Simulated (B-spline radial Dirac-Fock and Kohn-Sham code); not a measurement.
# Elastic and transport cross sections of beryllium for electrons

Calculated with an atomic code on a B-spline grid, using relativistic (Dirac) partial waves in the static field of the Dirac-Fock atom with Furness-McCarthy exchange, without polarisation or absorption potentials. σ_tr1 and σ_tr2 weight the cross section with 1 − P₁ and 1 − P₂ of cos θ; "backward" is the share scattered beyond 90°.

```
energy (eV)  σ (a₀²)  σ_tr1 (a₀²)  σ_tr2 (a₀²)  σ/σ_tr1  backward (%)
       5000    0.314      0.00376      0.00904     83.4          0.12
       9980    0.160      0.00107      0.00266      149         0.060
      10000    0.160      0.00107      0.00265      149         0.059
      11600    0.138     0.000817      0.00203      169         0.051
      16000    0.102     0.000455      0.00115      223         0.036
      16800   0.0970     0.000417      0.00105      233         0.034
      20000   0.0823     0.000303     0.000770      271         0.028
      21300   0.0775     0.000271     0.000688      286         0.026
      22500   0.0737     0.000245     0.000624      301         0.025
      23000   0.0722     0.000235     0.000600      306         0.024
      27500   0.0611     0.000170     0.000436      359         0.020
      30000   0.0564     0.000145     0.000374      388         0.018
      34600   0.0495     0.000112     0.000290      441         0.016
      50000        ?            ?            ?        ?             ?
      50800   0.0352     5.64e-05     0.000147      625         0.010
      59300   0.0309     4.28e-05     0.000112      722        0.0083
      73100   0.0259     2.95e-05     7.80e-05      879        0.0065
      78100   0.0246     2.63e-05     6.95e-05      936        0.0060
      83300   0.0234     2.35e-05     6.22e-05      995        0.0055
      95100   0.0210     1.86e-05     4.95e-05     1130        0.0047
     100000   0.0203     1.71e-05     4.55e-05     1190        0.0044
     106000   0.0194     1.54e-05     4.12e-05     1260        0.0041
     131000   0.0166     1.07e-05     2.88e-05     1550        0.0031
     136000   0.0162     1.00e-05     2.70e-05     1610        0.0029
     150000   0.0151     8.50e-06     2.29e-05     1780        0.0025
     200000   0.0126     5.25e-06     1.43e-05     2400        0.0017
     300000   0.0101     2.71e-06     7.46e-06     3730       0.00092
```

Q: Fill in the row for 50 keV.

A: σ = 0.0357 a₀², σ_tr1 = 5.80e-05 a₀², σ_tr2 = 0.000151 a₀², σ/σ_tr1 = 616, backward 0.010 %. The ratio σ/σ_tr1 is roughly the number of elastic collisions that randomise the direction.
